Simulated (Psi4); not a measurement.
HCl$_{3}$HfO (SMILES [OH][Hf]([Cl])([Cl])[Cl]), singlet, at a GFN2-xTB geometry (such geometries of metal compounds can be far from the true shape) (core potentials on Hf); HF/def2-SVP in Psi4.

Psi4 was given this input:
```
memory 2 GB

molecule {
0 1
  Hf   -0.14925711    0.14034048    0.03130687
  Cl    1.67998636    1.13370639   -0.80467477
  Cl    0.56239264   -0.67929444    1.99434686
  Cl   -0.64878279   -1.60501277   -1.29865558
  O    -1.72626897    1.07595861    0.00766214
  H    -2.53447159    0.84803059   -0.46267216
}

set basis def2-svp

energy('scf')
print_variables()
```

The log (banner, timings and long lists left out):

```
   => Loading Basis Set <=

    Name: DEF2-SVP
    Role: ORBITAL
    Keyword: BASIS

    !!!  WARNING: ECP capability is in beta. Please check occupations closely.  !!!

         ---------------------------------------------------------
                                   SCF
               by Justin Turney, Rob Parrish, Andy Simmonett
                          and Daniel G. A. Smith
                              RHF Reference
         ---------------------------------------------------------

  ==> Geometry <==

    Molecular point group: c1
    Full point group: C1

    Geometry (in Angstrom), charge = 0, multiplicity = 1:

       Center              X                  Y                   Z               Mass
    ------------   -----------------  -----------------  -----------------  -----------------
         HF          -0.144957373462     0.130126571198     0.026407847742   179.946557000000
         CL           1.684286096538     1.123492481198    -0.809573792258    34.968852682000
         CL           0.566692376538    -0.689508348802     1.989447837742    34.968852682000
         CL          -0.644483053462    -1.615226678802    -1.303554602258    34.968852682000
         O           -1.721969233462     1.065744701198     0.002763117742    15.994914619570
         H           -2.530171853462     0.837816681198    -0.467571182258     1.007825032230

  Running in c1 symmetry.

  Rotational constants: A =      0.05006  B =      0.04665  C =      0.03687 [cm^-1]
  Rotational constants: A =   1500.74534  B =   1398.65822  C =   1105.47069 [MHz]
  Nuclear repulsion =  377.440365869371817

  Charge       = 0
  Multiplicity = 1
  Electrons    = 72
  Nalpha       = 36
  Nbeta        = 36

  ==> Algorithm <==

  SCF Algorithm Type is DF.
  DIIS enabled.
  MOM disabled.
  Fractional occupation disabled.
  Guess Type is SAD.
  Energy threshold   = 1.00e-06
  Density threshold  = 1.00e-06
  Integral threshold = 1.00e-12

  ==> Primary Basis <==

  Basis Set: DEF2-SVP
    Blend: DEF2-SVP
    Number of shells: 45
    Number of basis functions: 105
    Number of Cartesian functions: 114
    Spherical Harmonics?: true
    Max angular momentum: 3

  Core potential: DEF2-SVP
    Number of shells: 4
    Number of ECP primitives: 10
    Number of ECP core electrons: 60
    Max angular momentum: 3

   => Loading Basis Set <=

    Name: (DEF2-SVP AUX)
    Role: JKFIT
    Keyword: DF_BASIS_SCF

  ==> Integral Setup <==

  SCF_SUBTYPE=INCORE selected. In-core MEM_DF algorithm will be used.
  Using in-core AOs.

  ==> MemDFJK: Density-Fitted J/K Matrices <==

    J tasked:                   Yes
    K tasked:                   Yes
    wK tasked:                   No
    Algorithm:                 Core
    Schwarz Cutoff:           1E-12
    Mask sparsity (%):       5.1338
    Fitting Condition:        1E-10

   => Auxiliary Basis Set <=

  Basis Set: (DEF2-SVP AUX)
    Blend: DEF2-UNIVERSAL-JKFIT
    Number of shells: 190
    Number of basis functions: 706
    Number of Cartesian functions: 919
    Spherical Harmonics?: true
    Max angular momentum: 6

  Minimum eigenvalue in the overlap matrix is 8.4068561854E-03.
  Reciprocal condition number of the overlap matrix is 1.9734891467E-03.
    Using symmetric orthogonalization.

  ==> Pre-Iterations <==

  SCF Guess: Superposition of Atomic Densities via on-the-fly atomic UHF (no occupation information).

   -------------------------
    Irrep   Nso     Nmo
   -------------------------
     A        105     105
   -------------------------
    Total     105     105
   -------------------------

  ==> Iterations <==

                           Total Energy        Delta E     RMS |[F,P]|

   @DF-RHF iter SAD: -1500.48762444930344   -1.50049e+03   0.00000e+00
   @DF-RHF iter   1: -1501.06454302872180   -5.76919e-01   5.48398e-03 DIIS/ADIIS
   @DF-RHF iter   2: -1501.15008237109646   -8.55393e-02   4.03782e-03 DIIS/ADIIS
   @DF-RHF iter   3: -1501.22016366753337   -7.00813e-02   3.83680e-04 DIIS/ADIIS
   @DF-RHF iter   4: -1501.22135427320904   -1.19061e-03   1.12610e-04 DIIS/ADIIS
   @DF-RHF iter   5: -1501.22148267120838   -1.28398e-04   3.07384e-05 DIIS
   @DF-RHF iter   6: -1501.22149423719679   -1.15660e-05   1.15545e-05 DIIS
   @DF-RHF iter   7: -1501.22149596713984   -1.72994e-06   3.09035e-06 DIIS
   @DF-RHF iter   8: -1501.22149611512623   -1.47986e-07   8.87514e-07 DIIS
  Energy and wave function converged.

  ==> Post-Iterations <==

    Orbital Energies [Eh]
    ---------------------

    Doubly Occupied:

       1A   -104.796058     2A   -104.790742     3A   -104.790730
       4A    -20.586125     5A    -10.562556     6A    -10.557560
       7A    -10.557558     8A     -8.036498     9A     -8.034691
      10A     -8.034657    11A     -8.031491    12A     -8.031489
      13A     -8.029693    14A     -8.029690    15A     -8.029614
      16A     -8.029602    17A     -2.970226    18A     -1.682336
      19A     -1.655993    20A     -1.654843    21A     -1.309467
      22A     -1.092747    23A     -1.077867    24A     -1.075944
      25A     -0.722096    26A     -0.585838    27A     -0.576106
      28A     -0.542341    29A     -0.524334    30A     -0.520349
      31A     -0.504345    32A     -0.502727    33A     -0.495868
      34A     -0.475423    35A     -0.473372    36A     -0.462711

    Virtual:

      37A      0.064895    38A      0.092092    39A      0.100236
      40A      0.107416    41A      0.112587    42A      0.121209
      43A      0.128714    44A      0.161204    45A      0.168247
      46A      0.241663    47A      0.285897    48A      0.287716
      49A      0.295242    50A      0.312453    51A      0.350463
      52A      0.363572    53A      0.664593    54A      0.670411
      55A      0.699087    56A      0.720843    57A      0.752450
      58A      0.781943    59A      0.818002    60A      0.823574
      61A      0.823604    62A      0.861136    63A      0.875394
      64A      0.888614    65A      0.956169    66A      1.015847
      67A      1.018853    68A      1.026292    69A      1.027131
      70A      1.041196    71A      1.046261    72A      1.092094
      73A      1.096574    74A      1.109730    75A      1.156619
      76A      1.161728    77A      1.168386    78A      1.195459
      79A      1.270090    80A      1.301044    81A      1.301486
      82A      1.318292    83A      1.367178    84A      1.386388
      85A      1.390962    86A      1.404466    87A      1.412766
      88A      1.416511    89A      1.456332    90A      1.495785
      91A      1.512024    92A      1.594973    93A      1.653846
      94A      1.769078    95A      1.805075    96A      1.847501
      97A      2.041346    98A      2.545126    99A      3.088547
     100A      3.151891   101A      3.309337   102A      3.478522
     103A      4.056244   104A     71.981700   105A    706.950177

    Final Occupation by Irrep:
              A
    DOCC [    36 ]
    NA   [    36 ]
    NB   [    36 ]

  @DF-RHF Final Energy: -1501.22149611512623

   => Energetics <=

    Nuclear Repulsion Energy =            377.4403658693718171
    One-Electron Energy =               -2841.6562149515475539
    Two-Electron Energy =                 962.9943529670493945
    Total Energy =                      -1501.2214961151262287

Computation Completed

Properties will be evaluated at   0.000000,   0.000000,   0.000000 [a0]

Properties computed using the SCF density matrix

 Multipole Moments:

 ------------------------------------------------------------------------------------
     Multipole            Electronic (a.u.)      Nuclear  (a.u.)        Total (a.u.)
 ------------------------------------------------------------------------------------

 L = 1.  Multiply by 2.5417464519 to convert [e a0] to [Debye]
 Dipole X            :        -18.5166574           17.5083275           -1.0083299
 Dipole Y            :         17.6447500          -17.3020114            0.3427386
 Dipole Z            :          4.0356269           -4.2162464           -0.1806195
 Magnitude           :                                                    1.0801955

 ------------------------------------------------------------------------------------

  Variable Map:
  ----------------------------------------------------------------------------
  "CURRENT ENERGY"           =>   -1501.221496115126
  "CURRENT REFERENCE ENERGY" =>   -1501.221496115126
  "DD SOLVATION ENERGY"      =>       0.000000000000
  "HF KINETIC ENERGY"        =>    1470.458881847022
  "HF POTENTIAL ENERGY"      =>   -2971.680377962149
  "HF TOTAL ENERGY"          =>   -1501.221496115126
  "HF VIRIAL RATIO"          =>       2.020920417869
  "NUCLEAR REPULSION ENERGY" =>     377.440365869372
  "ONE-ELECTRON ENERGY"      =>   -2841.656214951548
  "PCM POLARIZATION ENERGY"  =>       0.000000000000
  "PE ENERGY"                =>       0.000000000000
  "SCF ITERATION ENERGY"     =>   -1501.221496115126
  "SCF ITERATIONS"           =>       8.000000000000
  "SCF TOTAL ENERGY"         =>   -1501.221496115126
  "TWO-ELECTRON ENERGY"      =>     962.994352967049

  Array Variable Map:
  ----------------------------------------------------------------------------
  "CURRENT DIPOLE"           =>      -1.008329903855 ... -0.180619510481 1 by 3
  "SCF DIPOLE"               =>      -1.008329903855 ... -0.180619510481 1 by 3
  "SCF TOTAL ENERGIES"       =>   -1500.487624449303 ... -1501.221496115126 1 by 9
```
